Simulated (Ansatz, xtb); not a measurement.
**Relative energy of two isomers of C6H10S**

Structure X is `C=C1CCSCC1`, a singlet and structure Y is `CC1=CCCCS1`, a singlet. Both are isolated molecules in the gas phase, relaxed with PBE0-D3(BJ)/def2-SVP; the shapes shown needn't be the lowest conformers.

X (Å):

```xyz
17

C     0.8542    1.4444    0.7314
C     0.6829    0.3905   -0.0731
C    -0.6457    0.0730   -0.7057
C    -1.1535   -1.3169   -0.3284
C     1.4598   -2.0055    0.0173
C     1.7990   -0.5712   -0.3824
S    -0.0143   -2.6355   -0.8301
H     0.0329    2.1325    0.9513
H     1.8243    1.6603    1.1884
H    -1.3908    0.8292   -0.4100
H    -0.5453    0.1174   -1.8048
H    -1.3288   -1.3805    0.7587
H    -2.1068   -1.5380   -0.8318
H     2.2760   -2.6928   -0.2520
H     1.3117   -2.0763    1.1079
H     2.7196   -0.2540    0.1337
H     2.0037   -0.5543   -1.4676
```

Y (Å):

```yaml
atoms:
  - { symbol: C, position_ang: [-1.3657, 0.7296, -2.3908] }
  - { symbol: C, position_ang: [-0.6685, 0.5521, -1.0769] }
  - { symbol: C, position_ang: [0.1474, 1.4763, -0.5435] }
  - { symbol: C, position_ang: [0.9197, 1.3577, 0.7352] }
  - { symbol: C, position_ang: [1.0267, -0.0670, 1.2628] }
  - { symbol: C, position_ang: [-0.3258, -0.7558, 1.3234] }
  - { symbol: S, position_ang: [-1.0427, -1.0014, -0.3243] }
  - { symbol: H, position_ang: [-2.4602, 0.7089, -2.2650] }
  - { symbol: H, position_ang: [-1.0815, 1.6842, -2.8553] }
  - { symbol: H, position_ang: [-1.1055, -0.0844, -3.0875] }
  - { symbol: H, position_ang: [0.2639, 2.4108, -1.1038] }
  - { symbol: H, position_ang: [0.4616, 2.0079, 1.5050] }
  - { symbol: H, position_ang: [1.9327, 1.7671, 0.5820] }
  - { symbol: H, position_ang: [1.6972, -0.6571, 0.6168] }
  - { symbol: H, position_ang: [1.4759, -0.0579, 2.2694] }
  - { symbol: H, position_ang: [-1.0353, -0.1782, 1.9380] }
  - { symbol: H, position_ang: [-0.2486, -1.7630, 1.7586] }
```

Energies in hartree; the thermal terms are from GFN2-xTB frequencies at re-optimised GFN2-xTB minima (ideal gas, soft modes damped towards free rotors, one conformer each, 298.15 K, 1 atm) and include the zero-point energy:

|  | X | Y |
| --- | --- | --- |
| E, CCSD(T)/def2-SVP | −631.321234 | −631.326982 |
| E, MP2/def2-SVP | −631.208362 | −631.214951 |
| E, MP2/def2-TZVPP | −631.823174 | −631.828772 |
| zero-point energy | 0.144061 | 0.143689 |
| H(298 K) − E | 0.152094 | 0.152269 |
| G(298 K) − E | 0.112808 | 0.111662 |

Q: Correct the CCSD(T) difference for the basis set by the MP2 change, then work out ΔE, ΔE₀, ΔH and ΔG for X → Y in kcal/mol (1 Eh = 627.51 kcal/mol) and the equilibrium ratio [Y]/[X].

A: 1. Differences Y − X: CCSD(T) −0.005748, MP2 in the small set −0.006589, MP2 in the large set −0.005598 Eh.
2. ΔE = −0.005748 + (−0.005598 − (−0.006589)) = −0.004757 Eh = −2.99 kcal/mol.
3. ΔE₀ = ΔE + ΔZPE = −0.004757 + (−0.000372) Eh = −3.22 kcal/mol.
4. ΔH = ΔE + (+0.000175) Eh = −2.88 kcal/mol.
5. ΔG = ΔE + (−0.001146) Eh = −3.70 kcal/mol, so ΔS = (ΔH − ΔG)/T = +11.6 J/(mol K).
6. kT = 0.9442 mEh, so K = [Y]/[X] = exp(−ΔG/kT) = exp(+6.25) ≈ 520.

Structure Y is favoured at this temperature. An error of 1 kcal/mol in ΔG would change K by a factor of 5.4. Mirror images and further conformers aren't counted.

As drawn, both hold the same kinds of bond in the same numbers. Structure X has 0 methyl groups, Y 1.

Other levels gave ΔE = −4.4 (GFN2-xTB); −6.9 (HF/STO-3G, GFN2-xTB geometries); −5.4 (r2SCAN-D4/def2-SVP, GFN2-xTB geometries); −4.6 (PBE0-D3(BJ)/def2-SVP); −2.8 (HF/def2-SVP); −4.1 (MP2/def2-SVP); −3.6 (CCSD(T)/def2-SVP) kcal/mol. The correlated steps freeze 11 core orbitals. Programs: Ansatz 0.2.0, xtb 6.7.1.
